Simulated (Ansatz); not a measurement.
Mulliken charges of F₂H₂HfSe₂ (`[F][Hf]([F])([SeH])[SeH]`) from B3LYP/def2-TZVPP in Ansatz (PBE0-D4/def2-TZVP geometry).

| atom | x (Å) | y (Å) | z (Å) | charge (e) |
| --- | --- | --- | --- | --- |
| F1 | 0.508 | -2.287 | -0.512 | -0.318 |
| Hf2 | 0.139 | -0.534 | 0.085 | 0.941 |
| F3 | 1.183 | -0.104 | 1.602 | -0.320 |
| Se4 | -2.375 | -0.386 | 0.563 | -0.205 |
| Se5 | 0.637 | 1.197 | -1.751 | -0.225 |
| H6 | -2.084 | 0.857 | 1.302 | 0.067 |
| H7 | 2.052 | 1.188 | -1.336 | 0.060 |

By hand: the dipole of these point charges (1 e Å = 4.8032 D).

Σ q r = (-0.082, 0.197, 0.016) e Å, of length 0.214 e Å = 1.03 D.

How does the dipole of the full density compare? (Estimate.)

Ansatz gave: (0.012, 0.096, 0.092) e Å, 0.64 D; the point charges give 1.61 times that, at 47° from its direction.

Point charges leave out the atoms' own dipoles, such as those of lone pairs, and Mulliken's split depends on the basis, so the two needn't agree.

B3LYP here is the variant with VWN-RPA as its local correlation; programs differ in this.
